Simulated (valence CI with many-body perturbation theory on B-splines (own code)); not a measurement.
## Hyperfine factors and g values of Pm37+

Calculated by configuration interaction combined with many-body perturbation theory (CI+MBPT): six valence electrons over a frozen Dirac-Fock core [Ar], a basis of 7 s, 7 p, 8 d, 6 f, 4 g, 1 h functions for each j, with the one-electron correlation potential Σ1, the two-electron term Σ2, the three-electron term Σ3, Breit, model QED; selected CI, second order for the rest, scaled by the run's own slope (own B-spline code, finite nucleus).

The last digits are not significant, and no measured levels were compared; by estimate large intervals hold to a few tenths of a per cent, small ones and those within an open d or f shell to about a per cent. Core correlation moves these levels by up to 7800 cm⁻¹, and in measured spectra 5 to 20 % of such shifts remained as error; rates that hang on mixing are uncertain with them. Among the levels kept, up to 1000 cm⁻¹ of a level comes from second order outside the variational space, and about a tenth of that is noise between levels of different J, which matters for small intervals. Only levels of the ground parity were solved; by the run's estimate the other parity begins above the list, which can be wrong where configurations are misplaced.

A/g_I is the dipole constant over the nuclear g factor μ/I (μ in nuclear magnetons, uniformly magnetised nucleus), B/Q the quadrupole constant per barn. Both hold the static response of the core; the bare values leave it out. Large factors of s and p1/2 electrons are usually good to 5 to 10 %; those of open d and f shells near neutrality can be off by tens of per cent, and small factors of p3/2, d and f electrons come from cancelling terms and can be off by a factor of two or in sign, in half-filled shells by more. B is blank for J = 1/2, where it vanishes, and for nearly pure S terms. Energies count from the lowest level. Levels with J = 0 are left out.

Levels are named by their leading jj configuration (3d3/2^4 stands for four electrons in 3d with j = 3/2), which in mixed levels can hold well under half, so a name can repeat and another be missing. Letters in brackets count levels of one name in rising energy.

| Level | E (cm⁻¹) | g | A/g_I (MHz) | A/g_I bare | B/Q (MHz/b) | B/Q bare |
| --- | --- | --- | --- | --- | --- | --- |
| (3d3/2^4 3d5/2^2) J=4 | 0 | 1.305 | 17200 | 17800 | 33100 | 33600 |
| (3d3/2^4 3d5/2^2) J=2 | 45018 | 1.327 | 17000 | 17600 | -15300 | -15500 |
| (3d3/2^3 3d5/2^3) J=3 [a] | 173430 | 1.395 | 10500 | 11200 | 4170 | 4220 |
| (3d3/2^3 3d5/2^3) J=4 [a] | 197290 | 1.146 | 20100 | 20400 | 25900 | 26300 |
| (3d3/2^3 3d5/2^3) J=1 [a] | 201470 | 1.364 | 16000 | 16700 | -12300 | -12500 |
| (3d3/2^3 3d5/2^3) J=5 | 244460 | 1.124 | 23500 | 23800 | 14100 | 14400 |
| (3d3/2^3 3d5/2^3) J=6 | 244840 | 1.113 | 26000 | 26300 | -28100 | -28600 |
| (3d3/2^3 3d5/2^3) J=2 [a] | 280950 | 0.935 | 32200 | 32200 | -23800 | -24200 |
| (3d3/2^3 3d5/2^3) J=3 [b] | 287600 | 1.043 | 29000 | 29100 | 14100 | 14300 |
| (3d3/2^3 3d5/2^3) J=2 [b] | 352860 | 1.168 | 22400 | 22700 | 24100 | 24500 |
| (3d3/2^3 3d5/2^3) J=4 [b] | 362330 | 1.031 | 29300 | 29500 | -15700 | -15900 |
| (3d3/2^3 3d5/2^3) J=1 [b] | 366740 | 1.027 | 20000 | 20100 | 23200 | 23600 |
| (3d3/2^3 3d5/2^3) J=3 [c] | 391040 | 1.072 | 28500 | 28700 | -38100 | -38600 |
| (3d3/2^2 3d5/2^4) J=2 [a] | 398710 | 1.394 | 6020 | 6780 | 8030 | 8170 |
| (3d3/2^2 3d5/2^4) J=4 [a] | 435230 | 1.088 | 25300 | 25500 | 2710 | 2790 |
| (3d3/2^2 3d5/2^4) J=5 | 459010 | 1.096 | 26600 | 26800 | -22600 | -22900 |
| (3d3/2^2 3d5/2^4) J=3 [a] | 461330 | 1.200 | 17400 | 17800 | -18600 | -18900 |
| (3d3/2^2 3d5/2^4) J=6 | 483450 | 1.040 | 29000 | 29100 | -33800 | -34300 |
| (3d3/2^2 3d5/2^4) J=3 [b] | 495010 | 0.938 | 33800 | 33800 | 2570 | 2610 |
| (3d3/2^2 3d5/2^4) J=1 | 526810 | 1.090 | 28300 | 28500 | -10100 | -10200 |
| (3d3/2^2 3d5/2^4) J=4 [b] | 536990 | 1.054 | 29700 | 29900 | -1930 | -1970 |
| (3d3/2^2 3d5/2^4) J=2 [b] | 539800 | 1.050 | 28700 | 28900 | -20500 | -20800 |
| (3d3/2^2 3d5/2^4) J=2 [c] | 606750 | 0.821 | 40100 | 39800 | -7040 | -7130 |
| (3d3/2^2 3d5/2^4) J=4 [c] | 626800 | 1.158 | 21800 | 22100 | -31300 | -31800 |
| (3d3/2 3d5/2^5) J=1 | 646950 | 1.495 | -2850 | -1920 | -7470 | -7580 |
| (3d3/2 3d5/2^5) J=4 | 734860 | 1.020 | 29700 | 29800 | -20600 | -20900 |
| (3d3/2^2 3d5/2^4) J=2 [d] | 752120 | 1.026 | 29200 | 29300 | 42100 | 42800 |
| (3d3/2 3d5/2^5) J=2 | 767300 | 1.225 | 20200 | 20700 | -41500 | -42200 |
| (3d3/2 3d5/2^5) J=3 | 777400 | 1.061 | 27500 | 27700 | -38700 | -39300 |

Task: Take the isotope of mass number 147, with I = 7/2, μ = 2.58 μN and Q = 0.74 b. What is the hyperfine structure of (3d3/2^3 3d5/2^3) J=6?

Result: From the table A = 19200 MHz, B = -20800 MHz. Shifts from the centre of gravity in MHz: F = 5/2: -479000, F = 7/2: -408000, F = 9/2: -318000, F = 11/2: -209000, F = 13/2: -81800, F = 15/2: 62300, F = 17/2: 223000, F = 19/2: 398000.
